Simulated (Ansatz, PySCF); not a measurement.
C₃H₁₂Si₃ (SMILES C1[SiH2]C[SiH2]C[SiH2]1), singlet, at a GFN2-xTB geometry, with bond 15-5 at 1.4 times its length. Base run: CASSCF(2,3)/STO-3G (PySCF).

PySCF was given this input:
```python
from pyscf import gto, scf, mcscf
import numpy

mol = gto.M(
    atom='''
C    -0.713552    1.302093   -1.060189
Si    1.082099    1.433380   -0.454087
C     1.782380   -0.317695   -0.225378
Si    0.742199   -1.436770    0.903629
C    -1.042503   -1.475596    0.253788
Si   -1.836815    0.236935    0.041029
H    -0.717104    0.892633   -2.070583
H    -1.137088    2.301729   -1.141498
H     1.891354    2.171990   -1.440481
H     1.129665    2.163567    0.820487
H     1.877677   -0.791304   -1.202710
H     2.793211   -0.248921    0.173064
H     1.302497   -2.800373    0.911680
H     0.764337   -0.921297    2.279773
H    -1.900112   -2.310908    1.197123
H    -1.059082   -1.995063   -0.704567
H    -2.007613    0.877617    1.352643
H    -3.165492    0.099222   -0.582722
''',
    basis='sto-3g',
    charge=0,
    spin=0,
    verbose=4,
)

mf = scf.RHF(mol)
mf.kernel()
mc = mcscf.CASSCF(mf, 3, 2)
mc.fix_spin_(ss=0.0)
mc.kernel()
occ = numpy.linalg.eigvalsh(mc.fcisolver.make_rdm1(mc.ci, mc.ncas, mc.nelecas))[::-1]
ss = mc.fcisolver.spin_square(mc.ci, mc.ncas, mc.nelecas)[0]
print('natural occupations', occ.round(4), ' <S^2>', round(ss, 4))
```

Programs used: Ansatz (a program for electronic structure), PySCF; a row that names a program was run with it.

The base run was repeated with changes; each row names its change, and settings that it needs were set with it.

| change | ΔE vs base (kcal/mol) | natural occupations | <S^2> of the state |
|---|---|---|---|
| base | 0.000 | 1.92 0.08 0.00 | 0.00 |
| active space = 6 electrons, 6 orbitals | -18.98 | 1.98 1.98 1.92 0.08 0.02 0.02 | 0.00 |
| active space = 8 electrons, 9 orbitals | -28.30 | 1.98 1.98 1.98 1.92 0.08 0.02 0.02 0.02 0.00 | 0.00 |
| conv_tol = 1e-5 | 0.007 | 1.92 0.08 0.00 | 0.00 |
| active space = 10 electrons, 8 orbitals | -19.99 | 2.00 2.00 1.98 1.98 1.92 0.08 0.02 0.02 | 0.00 |
| state_average = 2 states | 23.92 | - | - |
| fix_spin_ = off | 0.000 | 1.92 0.08 0.00 | 0.00 |
| active space = 6 electrons, 4 orbitals | -0.294 | 2.00 2.00 1.92 0.08 | 0.00 |
| solver = newton | 0.000 | 1.92 0.08 0.00 | 0.00 |
| code = ansatz | 0.019 | - | - |
| start = MP2 natural orbitals | 0.000 | 1.92 0.08 0.00 | 0.00 |

Active orbitals are taken around the Fermi level unless the row says otherwise; CASSCF can end in different local minima, and two programs can end on different orbitals. State-averaged rows give the lowest state.
